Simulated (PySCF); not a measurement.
**Electron correlation in Co²⁺ (cobalt, charge +2)**

[Ar] 3d6 4s1, high-spin 6D determinant (an excited configuration). Computed with PySCF 2.14 in aug-cc-pwCVTZ, with the non-relativistic Hamiltonian (point nucleus). Frozen: [Ar]; 7 electrons correlated.

MP2 pair energies summed by pair of shells (mhartree):

```tsv
pair	energy	share (%)
3d-3d	-131.56	86.9
3d-4s	-19.90	13.1
```

Total MP2 correlation energy: -151.46 mhartree.

Same-spin part -90.22 and opposite-spin part -61.24 mhartree; SCS-MP2 scales them by 1/3 and 6/5 to -103.56 mhartree.
